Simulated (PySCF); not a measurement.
A species of formula C4H11NSi2 has this rotational fingerprint, computed with PBE0/pcSseg-1 in PySCF (dipole) on a GFN2-xTB geometry, gas phase:

* Rotational constants: A = 3258, B = 1228, C = 953.4 MHz
* Dipole components: |μa| = 0.54 D, |μb| = 0.09 D, |μc| = 0.04 D
* Inertial defect: -36.50 u·Å²
* κ: -0.76

Problem. Which structure is it? (One computed conformer of each.)
A. `[CH3:1][NH:2][C@H:3]1[CH:4]=[CH:5][SiH2:6][SiH2:7]1` with C1–N2–C3–C4 75°
B. `[CH2:1]=[CH:2][C:3](=[CH2:4])[N:5]([SiH3:6])[SiH3:7]` with C1–C2–C3–C4 -161°
C. `[CH2:1]=[CH:2][C@@H:3]1[CH2:4][SiH2:5][NH:6][SiH2:7]1` with C1–C2–C3–C4 -132°, C2–C3–C4–Si5 -162°, C3–C4–Si5–N6 29°, C4–Si5–N6–Si7 -8°, Si5–N6–Si7–C3 -10°

Solution. C. It is C=C[C@@H]1C[SiH2]N[SiH2]1, an asymmetric top, point group C1. The candidates at the same level (rigid rotor, commonest isotopes):

```json
{"SMILES": "CN[C@H]1C=C[SiH2][SiH2]1", "A (MHz)": "3342", "B (MHz)": "1176", "C (MHz)": "928.4", "μa (D)": "0.84", "μb (D)": "0.97", "μc (D)": "0.06", "Δ (u·Å²)": "-36.51", "point group": "C1", "rotor": "asymmetric top"}
{"SMILES": "C=C[C@@H]1C[SiH2]N[SiH2]1", "A (MHz)": "3258", "B (MHz)": "1228", "C (MHz)": "953.4", "μa (D)": "0.54", "μb (D)": "0.09", "μc (D)": "0.04", "Δ (u·Å²)": "-36.50", "point group": "C1", "rotor": "asymmetric top"}
{"SMILES": "C=CC(=C)N([SiH3])[SiH3]", "A (MHz)": "2037", "B (MHz)": "1555", "C (MHz)": "1125", "μa (D)": "0.34", "μb (D)": "0.03", "μc (D)": "0.02", "Δ (u·Å²)": "-123.72", "point group": "C1", "rotor": "asymmetric top"}
```

`C=CC(=C)N([SiH3])[SiH3]` has A 37 % too low; `CN[C@H]1C=C[SiH2][SiH2]1` has B 4 % too low. No structure here is proved a minimum.
